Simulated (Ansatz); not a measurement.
Geometry optimisation, RKS PBE/def2-SVP in Ansatz.

Input file:

```yaml
crystal:
  periodic: [false, false, false]
  atoms:
    - { symbol: Ga, position_ang: [0.0, 0.0, 0.0] }
    - { symbol: Cl, position_ang: [0.0, 0.0, 2.24] }
    - { symbol: O, position_ang: [1.5501, 0.0, -0.895] }
    - { symbol: H, position_ang: [1.85, -0.9519, -1.0499] }
    - { symbol: "N", position_ang: [-1.6714, 0.0, -0.965] }
    - { symbol: H, position_ang: [-2.3403, -0.8164, -0.8664] }
    - { symbol: H, position_ang: [-1.9204, 0.8164, -1.5936] }
basis:
  gaussian: { orbitals: def2-SVP }
hamiltonian:
  xc: pbe
relax:
  f_tol: 0.02
  max_steps: 40
output:
  orbitals: {}
```

Launched with:

```bash
$ ansatz run input.yaml --threads 1 --pin off --max-ram 2048MiB --backend cpu --events-out ev --progress --plain --runs-dir out
```

Where does it end, and by what steps?

The forces met the threshold. After 14 steps the energy has fallen by 0.784 eV; H6 moved furthest, 1.07 Å.

```tsv
step	energy less start (eV)	largest force component (eV/Å)	accepted
0	0.0000	1.936	yes
1	-0.3030	1.200	yes
2	-0.4299	1.165	yes
3	-0.5217	1.141	yes
4	-0.5911	0.452	yes
5	-0.6119	0.195	yes
6	-0.6396	0.237	yes
7	-0.6464	1.405	yes
8	-0.7357	0.334	yes
9	-0.7757	0.233	yes
10	-0.7803	0.149	yes
11	-0.7829	0.098	yes
12	-0.7833	0.036	yes
13	-0.7834	0.058	yes
14	-0.7835	0.002	yes
```

```xyz
7
Properties=species:S:1:pos:R:3
Ga -0.100 -0.201 -0.147
Cl 0.061 -0.454 1.999
O 1.391 -0.204 -1.147
H 2.186 -0.314 -0.594
N -1.728 -0.135 -0.949
H -2.547 0.119 -0.393
H -1.794 0.237 -1.900
```

Whether the end is a true minimum wasn't checked by a vibrational analysis.

Time of the run: 53 s on 1 thread of Arm Neoverse V2, with other jobs on the host, peak memory 0.14 GiB.
